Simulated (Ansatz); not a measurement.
`OC([SiH3])[TeH]` and `O[CH]([SiH3])[GeH3]` differ in one atom or group.

Ansatz, PBE0-D4/def2-TZVP geometries, multiplicity 1. Each molecule was computed in one conformer, which needn't be the lowest.

Elements past krypton have def2 core potentials. Scalar relativity is left out up to krypton. Spin–orbit coupling is left out; it splits and shifts lone-pair levels of the heavy atoms by tenths of an eV.

```
                                          property  `OC([SiH3])[TeH]`
               HOMO energy (B3LYP/def2-TZVPP) / eV              -6.23
                 HOMO energy (PBE/def2-TZVPP) / eV              -5.40
              HOMO–LUMO gap (PBE0/def2-TZVPP) / eV               5.47
  size of the dipole moment (B3LYP/def2-TZVPP) / D               1.43
size of the dipole moment (ωB97M-V/def2-TZVPP) / D               1.48
             HOMO energy (ωB97M-V/def2-TZVPP) / eV              -8.55
```

Task: What does the change do to each property? (Estimate.)

Result: Computed: 
```
                                          property  `O[CH]([SiH3])[GeH3]`  shift
               HOMO energy (B3LYP/def2-TZVPP) / eV                  -7.48  -1.25
                 HOMO energy (PBE/def2-TZVPP) / eV                  -6.24  -0.84
              HOMO–LUMO gap (PBE0/def2-TZVPP) / eV                   7.86   2.39
  size of the dipole moment (B3LYP/def2-TZVPP) / D                   1.37  -0.06
size of the dipole moment (ωB97M-V/def2-TZVPP) / D                   1.35  -0.13
             HOMO energy (ωB97M-V/def2-TZVPP) / eV                  -9.98  -1.43
```

With PBE0 the HOMO falls by 1.26 eV and the LUMO rises by 1.13 eV, so the gap widens by about 2.39 eV. PBE moves the HOMO by -0.84 eV and ωB97M-V by -1.43 eV. Dipoles are sizes alone; their direction can turn.

B3LYP here is the variant with VWN-RPA as its local correlation; programs differ in this.
